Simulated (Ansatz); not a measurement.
Relaxation of FH5O4Zr (11 atoms, charge 0, multiplicity 1), to a largest force component of 0.03 eV/Å in at most 50 steps.

Theory: Ansatz, RKS PBE-D4/def2-SVP.

```xyz
11
Properties=species:S:1:pos:R:3
Zr 0.524 0.146 -0.289
O -0.851 -0.124 2.660
H -1.549 0.561 2.718
O 1.743 -0.167 -1.756
H 2.162 -0.485 -2.567
O -0.996 1.248 -0.789
H -1.756 1.548 -1.310
O -0.115 -1.594 0.325
H -0.591 -1.542 1.188
F 1.411 1.038 1.231
H -0.014 0.409 2.674
```

Q: Where does it end, and by what steps?

A: The run converged. After 16 steps the energy has fallen by 0.340 eV; H3 moved furthest, 1.17 Å. Joined: Zr1–O2 (3.27 → 2.44 Å).

```
step  energy less start (eV)  largest force component (eV/Å)  accepted
   0                  0.0000                           0.457       yes
   1                 -0.0320                           0.487       yes
   2                 -0.0756                           0.491       yes
   3                 -0.1311                           0.583       yes
   4                 -0.1686                           0.581       yes
   5                 -0.2016                           0.730       yes
   6                 -0.2227                           0.684       yes
   7                 -0.2627                           0.307       yes
   8                 -0.2922                           0.553       yes
   9                 -0.3122                           0.474       yes
  10                 -0.3216                           0.221       yes
  11                 -0.3281                           0.249       yes
  12                 -0.3342                           0.177       yes
  13                 -0.3376                           0.095       yes
  14                 -0.3396                           0.030       yes
  15                 -0.3401                           0.030       yes
  16                 -0.3403                           0.019       yes
```

```xyz
11
Properties=species:S:1:pos:R:3
Zr 0.452 -0.058 0.114
O -0.821 0.330 2.161
H -1.378 0.956 1.630
O 1.343 -0.033 -1.600
H 1.834 -0.071 -2.430
O -1.120 1.157 -0.215
H -1.432 1.556 -1.043
O 0.037 -1.946 0.407
H -0.480 -2.471 1.037
F 1.760 0.721 1.336
H -0.227 0.900 2.689
```

Whether the end is a true minimum wasn't checked by a vibrational analysis.

Run time: 30 s on 4 threads of Arm Neoverse V1 (shared host), peak memory 0.18 GiB.
